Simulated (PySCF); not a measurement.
C₆ coefficients of unlike pairs at PBE0

Calculated with PySCF 2.14 from the dipole response of each species, C₆(A,B) = (3/π) ∫ α_A(iu) α_B(iu) du, in atomic units, from isotropic polarisabilities. For ions this is the dispersion term alone; charge-induced terms of lower order in 1/R come first.

```tsv
species	configuration	basis	relativity	α (bohr³)	C₆ (like pair)
Zr²⁺	[Kr] 4d2 (3F)	aug-cc-pVTZ-PP with ECP28MDF (6s6p5d3f2g)	core potential	12.19	59.95
Mo³⁺	[Kr] 4d3 (4F)	def2-TZVPPD with the def2 core potential (28 electrons) (6s4p3d2f1g)	core potential	5.505	24.75
Zr⁺	[Kr] 4d2 5s1 (4F)	aug-cc-pVTZ-DK (9s8p6d3f2g)	spin-free X2C	60.88	522.1
As²⁺	[Ar] 3d10 4s2 4p1 (2P)	dyall-av3z (24s17p11d2f)	spin-free X2C	10.25	43.91
```

Question: Estimate C₆ for As²⁺ with Zr²⁺.

Answer: The integral gives 50.92. The combination rule 2 C_A C_B / (C_A α_B/α_A + C_B α_A/α_B) gives 51.30 and the geometric mean 51.31.

No spin-orbit coupling is included.

The other pairs:

| pair | C₆ |
| --- | --- |
| Zr⁺, Zr²⁺ | 159.5 |
| As²⁺, Zr⁺ | 138.3 |
| Mo³⁺, Zr²⁺ | 37.41 |
| As²⁺, Mo³⁺ | 31.08 |
| Zr⁺, Mo³⁺ | 89.21 |
